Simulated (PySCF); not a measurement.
# Dipole response of Cl(2+) (chlorine, charge +2)

[Ne] 3s2 3p3, high-spin 4S determinant. Calculation: PySCF 2.14, in aug-cc-pVDZ-DK (5s4p2d, 27 functions); the spin-free X2C one-electron Hamiltonian (Gaussian nucleus). Coupled (time-dependent) response in atomic units; α is the mean over directions. A double-zeta set is small for polarisabilities.

| method | mean α (bohr³) | C₆ (like pair) | S(−4) |
| --- | --- | --- | --- |
| UHF | 5.945 | 21.40 | 11.13 |
| PBE | 5.807 | 20.87 | 9.605 |
| PBE0 | 5.807 | 20.85 | 9.733 |
| MN15 | 5.841 | 20.17 | 11.36 |
| M06 | 5.835 | 20.63 | 10.29 |

S(−4) is the Cauchy moment in α(ω) = α(0) + S(−4) ω² + …

α(iu) at PBE:

| u (hartree) | α(iu) (bohr³) |
| --- | --- |
| 0 | 5.807 |
| 0.0500 | 5.783 |
| 0.100 | 5.713 |
| 0.200 | 5.453 |
| 0.300 | 5.080 |
| 0.500 | 4.199 |
| 0.750 | 3.169 |
| 1.00 | 2.374 |
| 1.50 | 1.396 |
| 2.00 | 0.8920 |
| 3.00 | 0.4441 |
| 5.00 | 0.1747 |

For an ion, C₆ is the dispersion term alone; charge-induced terms of lower order in 1/R come first.
